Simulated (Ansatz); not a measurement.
Ansatz (a program for electronic structure) input:
A basis named .json is the Basis Set Exchange file of that set.

Ansatz 0.2 input:
```yaml
crystal:
  periodic: [false, false, false]
  atoms:
    - {symbol: W, position_ang: [0.01404256, -0.08958349, 0.02706926]}
    - {symbol: O, position_ang: [1.29423543, -0.13081883, -1.40575880]}
    - {symbol: H, position_ang: [1.31124014, 0.54820415, -2.09379958]}
    - {symbol: O, position_ang: [0.21989891, 0.66382997, 1.77405473]}
    - {symbol: H, position_ang: [-0.10194552, 1.57041196, 1.88629525]}
    - {symbol: O, position_ang: [-0.51830099, 1.72224571, -0.48476833]}
    - {symbol: H, position_ang: [-0.56133364, 1.92726038, -1.42553942]}
    - {symbol: O, position_ang: [-0.96927563, -1.69255778, 0.06970923]}
    - {symbol: H, position_ang: [-1.89957174, -1.91829053, 0.00402334]}
basis:
  gaussian:
    orbitals: def2-QZVPP.json
hamiltonian:
  xc: pbe
magnetization: {spin_polarized: true, initial_magnetization: 2}
correlation: {method: rpa, electrons: outside_noble_gas}
```

Question: Predict the final energy.

Answer: -370.30859 Eh (RPA@PBE/def2-QZVPP). The basis has 429 functions.

The spin state was set by rule; other spins were not relaxed.
